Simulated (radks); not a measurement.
Numerical settings for the silicon ion Si2+, [Ne] 3s2. All-electron calculation, scalar-relativistic Kohn-Sham, r2SCAN, spin-polarised, spherical densities, finite nucleus; meta-GGA in the generalised Kohn-Sham scheme; Fermi nuclear charge, rms radius 3.1224 fm. Program: a radial shooting solver on a logarithmic mesh with Libxc functionals. The defaults (mesh step 0.008 in ln r, mesh end at 40 bohr or more with all orbitals vanishing there, Anderson mixing 0.5 over 9 steps, residual threshold near 1e-9 with the energy settled to 1e-9 hartree or 1e-11 of itself, here a cap of 69 iterations) give E = -289.077 hartree and 3s at -28.718 eV in 14 iterations. Run on one thread of a shared host, so times are rough (Arm Neoverse V1): 0.11 s of CPU time, 0.11 s wall, 14 iterations on 2189 mesh points. Changes against that run (0 stands for a change within the tolerance of the run):

setting	iterations	converged	E (mhartree)	e(3s) (meV)	CPU (s)
mesh step in ln r 0.012	12	yes	0	-0.00638	0.07
mesh step in ln r 0.003	64	yes	0	0	0.96
mesh step in ln r 0.2	69	no	-1.49e+06	-	0.15
mesh end (bohr) 3	14	yes	+369	+7.12e+03	0.1
mesh end (bohr) 1	11	level above zero	+4.07e+04	+4.82e+05	0.07
residual threshold 0.1	10	yes	0	+0.00726	0.08
residual threshold 1e-05	11	yes	0	-0.0496	0.09
mixing 2.5	30	yes	0	0	0.21
linear mixing, mixing 0.05	69	no	+0.313	-249	0.49
linear mixing, mixing 0.2	67	yes	0	+0.00778	0.45
mixing history 2	27	yes	0	-0.00322	0.18
iteration cap 5	5	no	+0.0267	+94.6	0.04

Settled on a wrong energy, with an occupied level pushed above zero by the early mesh end: mesh end (bohr) 1 (+40.7 hartree). Apart from these: settings that end as converged yet miss the energy by more than 1 mhartree: mesh end (bohr) 3 (+0.369 hartree). A mesh that ends early acts as a hard wall.
